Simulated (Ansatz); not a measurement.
Gas-phase electronic energies from Ansatz, PBE0-D4/def2-TZVP geometries. CCSD(T)/CBS is the MP2 limit (def2-TZVPP, def2-QZVPP) plus CCSD(T) − MP2 in def2-TZVPP, frozen cores. This one scheme is used for every species. DFT in def2-TZVPP. For Ge outer-core shells are correlated without core-valence functions, which leaves a few kJ/mol of doubt a bond. Scalar relativity is left out up to krypton.

`[Cl][AlH][GeH3]` + SiH₄ → `[SiH3][GeH3]` + `[AlH2][Cl]`  (formal exchange of groups at a Ge–Al bond)

Q: Is it downhill or uphill in electronic energy at CCSD(T)/CBS, and by how much? (Estimate.)

A: The calculation gave: Uphill: ΔE = +14.0 kJ/mol.

Q: What do these levels give: PBE0-D4, PBE-QIDH, BLYP, CAM-B3LYP, LC-ωPBE, HF/def2-TZVPP? (An estimate is asked.)

A: Ansatz gave: PBE0-D4 13.7, PBE-QIDH 13.5, BLYP 15.6, CAM-B3LYP 13.5, LC-ωPBE 11.5, HF/def2-TZVPP 13.9 kJ/mol.

Largest T1 diagnostic among the species: 0.012.

Leaving LDA and LC-ωPBE aside and taking each functional with its dispersion term where it has one, the values, not all of them listed here, spread over 12.3 kJ/mol, from B97M-V to B2PLYP.
